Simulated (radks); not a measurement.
Results of a calculation; reference values are marked as such.
All-electron atom: Pm- in [Xe] 4f6 6s2.

Code: a radial shooting solver on a logarithmic mesh with Libxc functionals. Model: scalar-relativistic Kohn-Sham, PBEsol, spin-polarised, spherical densities, finite nucleus; open shells are filled with parallel spins first (spin-orbit coupling, left out, can overturn this in heavy ions); Fermi nuclear charge, rms radius 4.962 fm; hard spherical wall at 2 bohr.

Energy parts (hartree):
total: -9988.4339
kinetic: 10768.2161
electron-nucleus: -24632.2350
Hartree: 4106.8977
exchange-correlation: -231.3127

Orbitals (lengths in bohr, moments of r in powers of bohr; <r^-3> diverges for s and p1/2; r(max) is where P^2 peaks; r(90%) holds 90 % of the orbital's charge):
orbital  occ.  eigenvalue (hartree)   r(max)  r(90%)  <r^-3>
1s down     1             -1649.284  0.01480  0.0419       -
1s up       1             -1649.284  0.01480  0.0419       -
2s up       1             -264.6806  0.08384   0.153       -
2s down     1             -264.6798  0.08384   0.153       -
2p up       3             -235.9572  0.06764   0.142    9568
2p down     3             -235.9568  0.06764   0.142    9568
3s up       1             -54.56306   0.2389   0.383       -
3s down     1             -54.50452   0.2388   0.383       -
3p up       3             -45.54562   0.2340   0.388    1957
3p down     3             -45.48741   0.2339   0.388    1961
3d up       5             -33.15799   0.1920   0.370   266.5
3d down     5             -33.11288   0.1919   0.369   267.0
4s up       1              -7.98788   0.5555   0.868       -
4s down     1              -7.82732   0.5551   0.868       -
4p up       3              -5.08239   0.5815   0.940   410.3
4p down     3              -4.92076   0.5810   0.940   410.6
4d up       5              -1.00219   0.6147    1.09   44.13
4d down     5              -0.84122   0.6139    1.10   44.08
5s up       1               1.70344    1.255    1.60       -
5s down     1               1.81768    1.261    1.61       -
5p up       3               2.72535    1.323    1.64   124.4
5p down     3               2.83165    1.328    1.64   122.7
4f up       6               3.32299   0.7065    1.42   5.352
4f down     0               3.47373   0.7087    1.43   5.296
5d up       0               4.42182    1.406    1.67   20.86
5d down     0               4.52038    1.410    1.67   20.73
6s up       1               8.66409    1.623    1.75       -
6s down     1               8.76950    1.625    1.75       -
6p up       0               9.90468    1.641    1.75   224.0
6p down     0              10.01163    1.642    1.75   223.9
7s up       0              19.26316    1.746    1.79       -
7s down     0              19.37364    1.747    1.79       -

The highest occupied level is 6s down at 238.63 eV. The configuration is held as typed, so some empty levels lie below it. The density falls to 0.001 e/bohr^3 at r = 1.98 bohr. The spin density at the nucleus is -5.719 e/bohr^3 (1s 0.038, 2s -0.516, 3s -8.941, 4s -1.271, 5s 5.224, 6s -0.252). The pressure on the wall is 33100 GPa. The electron density at the nucleus is 5.143e+05 e/bohr^3 (large components only). Summed over all electrons, <r^2> = 33.12 bohr^2, which gives a Langevin (diamagnetic) susceptibility term of -26.2 x 10^-6 cm^3/mol. Spin moment in Bohr magnetons: 6.
